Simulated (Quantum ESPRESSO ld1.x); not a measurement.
The numbers below are computed, except where a source is named.
Task: Mean orbital radii <r> (bohr) of the neodymium ion Nd2+, [Xe] 4f4, of relativity; Dirac values are averaged over j with weights 2j + 1. Spin-unpolarised spherical Kohn-Sham, PW91, point nucleus, ld1.x of Quantum ESPRESSO 7.5. A level marked "c x" has the speed of light scaled by that factor and shares open shells by 2j + 1; other Dirac levels either fill j = l - 1/2 first or share by 2j + 1.

shell  non-rel.
1s      0.02530
2s       0.1081
2p      0.09180
3s       0.2816
3p       0.2714
3d       0.2425
4s       0.6397
4p       0.6579
4d       0.7061
5s        1.553
5p        1.748
4f        1.016

Give the values at the level "Dirac, c x 100".

Result: 
shell  Dirac, c x 100  change of magnitude (%)
1s            0.02530                    0.00
2s             0.1081                    0.00
2p            0.09180                    0.00
3s             0.2816                    0.00
3p             0.2713                    0.00
3d             0.2424                    0.00
4s             0.6397                    0.00
4p             0.6579                    0.00
4d             0.7061                    0.00
5s              1.553                    0.00
5p              1.748                    0.00
4f              1.016                    0.00
